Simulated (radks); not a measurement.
Results of a calculation; reference values are marked as such.
Q: Mean orbital radii <r> (bohr) of the sulfur ion S2+, [Ne] 3s2 3p2, of relativity; Dirac values are averaged over j with weights 2j + 1. Spin-unpolarised spherical Kohn-Sham, BLYP, point nucleus unless stated (finite: rms radius 3.2611 fm), a radial shooting solver on a logarithmic mesh with Libxc functionals. A level marked "c x" has the speed of light scaled by that factor and shares open shells by 2j + 1; other Dirac levels either fill j = l - 1/2 first or share by 2j + 1.

| shell | non-rel. |
|---|---|
| 1s | 0.09729 |
| 2s | 0.4810 |
| 2p | 0.4425 |
| 3s | 1.580 |
| 3p | 1.770 |
| 3d (empty) | 2.423 |
| 4s (empty) | 3.954 |

Give the values at the level "Dirac, c x 1.25".

A: 
shell       Dirac, c x 1.25  change of magnitude (%)
1s                  0.09702                    -0.28
2s                   0.4796                    -0.29
2p                   0.4421                    -0.09
3s                    1.577                    -0.20
3p                    1.769                    -0.02
3d (empty)            2.427                    +0.14
4s (empty)            3.949                    -0.13
